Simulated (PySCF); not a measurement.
diarsenic (As2), SMILES [As]#[As]. The structure is a stationary point at B3LYP-D3(BJ)/def2-TZVP.

TDDFT-LC-ωPBE/def2-TZVPD in PySCF puts the lowest singlet excitations at 2.46, 2.99, 2.99, 3.58, 3.58, 5.39 eV.

**Question.** What are the lowest excitation roots from ADC(2)/aug-cc-pVDZ (PySCF)? (Estimate from the structure and the level; the computed values follow.)

**Answer.** 3.66, 3.97, 3.97, 4.15, 4.15, 5.96 eV. S1 differs by 1.21 eV (second minus first; roots are paired by order, and the bases may differ).
